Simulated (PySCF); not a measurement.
Simulation results for BFHO

All values are calculated (PySCF 2.14.0). Calculation on a computer-drawn molecule: vertical ionisation energy to the stated ion spin, frozen-core CCSD(T) at the basis limit and cheaper methods, single-reference cases, UHF for radicals, no spin-orbit; all values are single points at the evaluated structure, the first of each entry, which is the reference or a displaced copy of it and isn't optimised; the reference structure only sets the zero of the energies above reference; triples share is (T) over the correlation energy.

Common to all runs: charge 1; multiplicity 1; ion multiplicity 2; diffuse functions no; basis cc-pVnZ; reference is the Hartree-Fock double-zeta minimum; best is HF at quadruple zeta + MP2 correlation extrapolated from triple and quadruple zeta + CCSD(T) minus MP2 at triple zeta; basis step is the size of the change from the same recipe one zeta lower.

```json
{"entry": 1, "formula": "BFHO", "evaluated_structure": {"atoms_angstrom": [["O", -3.0686, 1.0272, -0.573], ["B", -2.8991, 0.5019, 0.6327], ["F", -2.5283, 0.0554, 1.7621], ["H", -2.5584, 1.1445, -1.3972]]}, "reference_structure": {"atoms_angstrom": [["O", -2.9963, 0.9619, -0.5881], ["B", -2.7413, 0.5668, 0.5527], ["F", -2.5755, 0.1635, 1.7067], ["H", -2.5032, 1.2542, -1.357]]}, "given": {"drawn_bonds_atom": [1, 2, 1], "drawn_bonds_other_atom": [2, 3, 4], "drawn_bonds_order": [1, 1, 1]}, "results": {"ionisation_energy_best [eV]": 22.46, "ionisation_energy_basis_step [eV]": 0.03511, "energy_above_reference_best [kcal/mol]": 8.056, "energy_above_reference_basis_step [kcal/mol]": 1.09, "triple_zeta_method": ["HF", "PBE", "r2SCAN", "B3LYP", "wB97X", "MP2", "CCSD", "CCSD(T)"], "triple_zeta_ionisation_energy [eV]": [20.78, 22.14, 22.13, 22.34, 22.31, 22.53, 22.23, 22.29], "triple_zeta_energy_above_reference [kcal/mol]": [11.3, 5.762, 7.641, 7.599, 7.575, 6.98, 7.914, 7.148], "ionisation_energy_Koopmans_at_triple_zeta [eV]": 23.54, "ionisation_energy_EOM_CCSD_at_triple_zeta [eV]": 22.33, "total_energy_HF_triple_zeta [hartree]": -199.4167, "total_energy_CCSD(T)_triple_zeta [hartree]": -199.9998, "total_energy_best [hartree]": -200.0948, "T1_diagnostic_at_triple_zeta": 0.01626, "D1_diagnostic_at_triple_zeta": 0.04347, "ion_T1_diagnostic_at_triple_zeta": 0.02568, "ion_D1_diagnostic_at_triple_zeta": 0.1124, "ion_spin_squared_at_triple_zeta": 0.7569, "triples_share_at_triple_zeta": 0.03451, "basis_functions_triple_zeta": 104}}
{"entry": 2, "formula": "BFHO", "evaluated_structure": {"atoms_angstrom": [["O", -3.0686, 1.0272, -0.573], ["B", -2.9166, 0.5562, 0.5081], ["F", -2.5458, 0.1097, 1.6375], ["H", -2.5584, 1.1445, -1.3972]]}, "reference_structure": {"atoms_angstrom": [["O", -2.9963, 0.9619, -0.5881], ["B", -2.7413, 0.5668, 0.5527], ["F", -2.5755, 0.1635, 1.7067], ["H", -2.5032, 1.2542, -1.357]]}, "given": {"drawn_bonds_atom": [1, 2, 1], "drawn_bonds_other_atom": [2, 3, 4], "drawn_bonds_order": [1, 1, 1]}, "results": {"ionisation_energy_best [eV]": 23.58, "ionisation_energy_basis_step [eV]": 0.04619, "energy_above_reference_best [kcal/mol]": 5.149, "energy_above_reference_basis_step [kcal/mol]": 0.1368, "triple_zeta_method": ["HF", "PBE", "r2SCAN", "B3LYP", "wB97X", "MP2", "CCSD", "CCSD(T)"], "triple_zeta_ionisation_energy [eV]": [22.16, 22.87, 22.97, 23.22, 23.33, 23.75, 23.42, 23.41], "triple_zeta_energy_above_reference [kcal/mol]": [5.266, 4.969, 5.108, 4.881, 4.957, 5.378, 5.326, 5.384], "ionisation_energy_Koopmans_at_triple_zeta [eV]": 24.68, "ionisation_energy_EOM_CCSD_at_triple_zeta [eV]": 23.42, "total_energy_HF_triple_zeta [hartree]": -199.4264, "total_energy_CCSD(T)_triple_zeta [hartree]": -200.0026, "total_energy_best [hartree]": -200.0994, "T1_diagnostic_at_triple_zeta": 0.01417, "D1_diagnostic_at_triple_zeta": 0.03832, "ion_T1_diagnostic_at_triple_zeta": 0.04492, "ion_D1_diagnostic_at_triple_zeta": 0.2345, "ion_spin_squared_at_triple_zeta": 0.7581, "triples_share_at_triple_zeta": 0.03264, "basis_functions_triple_zeta": 104}}
```
